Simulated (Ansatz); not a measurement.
Ansatz (a first-principles code) input (PBE0/STO-3G):

Ansatz 0.2 input:
```yaml
crystal:
  periodic: [false, false, false]
  atoms:
    - {symbol: C, position_ang: [1.72104225, -0.66666999, -0.22919540]}
    - {symbol: C, position_ang: [0.62178908, 0.04381524, -0.24510990]}
    - {symbol: C, position_ang: [0.62952120, 1.54609760, -0.11275537]}
    - {symbol: C, position_ang: [-0.73865400, -0.61958356, -0.40289185]}
    - {symbol: C, position_ang: [-1.63665866, -0.46269615, 0.82711021]}
    - {symbol: H, position_ang: [1.99205635, -1.70828409, -0.30768596]}
    - {symbol: H, position_ang: [0.11306222, 2.00513414, -0.96085992]}
    - {symbol: H, position_ang: [1.64569289, 1.93321150, -0.07220185]}
    - {symbol: H, position_ang: [0.10574416, 1.86236273, 0.79241806]}
    - {symbol: H, position_ang: [-1.23486527, -0.17847762, -1.27466139]}
    - {symbol: H, position_ang: [-0.60018017, -1.67959167, -0.62132999]}
    - {symbol: H, position_ang: [-1.85686723, 0.58494367, 1.03587654]}
    - {symbol: H, position_ang: [-1.15906580, -0.88910379, 1.71107848]}
    - {symbol: H, position_ang: [-2.58781625, -0.97597384, 0.67441986]}
basis:
  gaussian:
    orbitals: STO-3G
hamiltonian:
  xc: {name: PBE0}
magnetization: {spin_polarized: true, initial_magnetization: 1}
```

Output:

```
Functional definition: PBE0
integrals: 0.01 GiB planned
471 factors; integrals over basis functions are off by at most 5.0e-5 eV
0.08 GiB of the device are held for the grids
0.08 GiB of device memory are held for the factors and their scratch space
mean field: 0.15 GiB planned
mean field evaluation 1: about -5258.4083 eV, gradient 7.3e0 eV
mean field evaluation 2: about -5258.3807 eV, gradient 9.5e0 eV
mean field evaluation 4: about -5258.9201 eV, gradient 6.8e-1 eV
mean field evaluation 8: about -5258.8662 eV, gradient 5.9e-2 eV
mean field evaluation 16: about -5258.8664 eV, gradient 4.9e-5 eV
mean field -5258.86643581 eV, -193.2597769283 hartree, gradient 4.9e-5 eV, S^2 0.774447; 0 other end points of the search recorded, 0 dependent functions left out
reference -5258.86645508 eV, -193.2597776364 hartree; 20, 19 occupied and 14, 15 virtual orbitals, 471 factors
Total energy: -5258.86645508 eV, -193.2597776364 hartree
```

It need not be the lowest isomer of its formula.
